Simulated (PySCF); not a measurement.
A GIAO shielding run with PySCF (density fitting, non-relativistic, gas phase) on `CC(=O)N(C)[SiH2]CC#N`, C$_{5}$H$_{10}$N$_{2}$OSi:

```
$ OMP_NUM_THREADS=1 python probes_run.py task.json out

{"job": {"kind": "nmr", "xc": "PBE0", "basis": "pcSseg-1"}, "charge": 0, "multiplicity": 1}
C     -2.053927     1.031935    -0.814946
C     -0.959663     0.639324     0.121727
O     -0.459762     1.395624     0.957406
N     -0.435904    -0.588241     0.099239
C     -0.835702    -1.627946    -0.808527
Si     0.903501    -0.529247     1.262208
C      2.274187     0.639607     0.595327
C      2.068043     0.821545    -0.803765
N      1.851150     0.931284    -1.923046
H     -2.906176     0.363986    -0.704938
H     -1.688669     0.958638    -1.838096
H     -2.358341     2.054466    -0.611356
H     -0.620154    -1.343448    -1.841363
H     -1.903552    -1.837551    -0.714246
H     -0.277930    -2.529338    -0.568942
H      0.501921    -0.290445     2.636725
H      1.410021    -1.906949     1.113606
H      3.262947     0.215848     0.765421
H      2.218206     1.610159     1.085271
```

Hardware: 1 thread of an AMD EPYC, shared host. The job also computes population analyses, field gradients.

Question: How large is the calculation?

Answer: 76 electrons, 210 basis functions and 1101 auxiliary functions.

Question: How long does it take, and how much memory does it need?

Answer: 120 s of wall time, with 15 SCF cycles and 5 response iterations; peak memory 1 GiB. Times on a shared host scatter by some tens of per cent.
